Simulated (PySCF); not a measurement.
**How methods differ on the ionisation energy of Bi⁺**

Bi⁺ [Xe] 4f14 5d10 6s2 6p2 [6p1/2^2, M_J = 0] → Bi²⁺ [Xe] 4f14 5d10 6s2 6p1 [6p1/2^1, M_J = 1/2], as a difference of total energies. All numbers are calculated (PySCF 2.14, the two-component X2C-1e Hamiltonian, in x2c-SVPall-2c (7s11p7d2f, 89 functions)). Correlated levels: [Kr] 4d10 4f14 frozen; the 22 highest virtual spinors dropped. "Screened" scales the spin-orbit matrix elements by Boettger's factors to mimic the two-electron term; Breit and QED terms are absent.

Question: Order these methods by the ionisation energy they give, lowest first.
A. GHF (screened spin-orbit)
B. GMP2 (screened spin-orbit)
C. GMP2 (spin-free)
D. GHF (spin-free)

Answer: D (15.240 eV), C (15.592 eV), A (15.648 eV), B (16.120 eV).

The spin-free rows relax to the high-spin LS determinant and lack the spin-orbit shift.

Errors of the correlated levels include the incompleteness of this basis and the frozen core.

The labels give the starting determinants; with spin-orbit coupling the two ends relaxed to ⟨J²⟩ = 0.00, ⟨L²⟩ = 1.51, ⟨S²⟩ = 1.51 and ⟨J²⟩ = 0.76, ⟨L²⟩ = 2.21, ⟨S²⟩ = 0.94.

For comparison: 16.703 eV (measured; NIST Atomic Spectra Database, ionization energies).
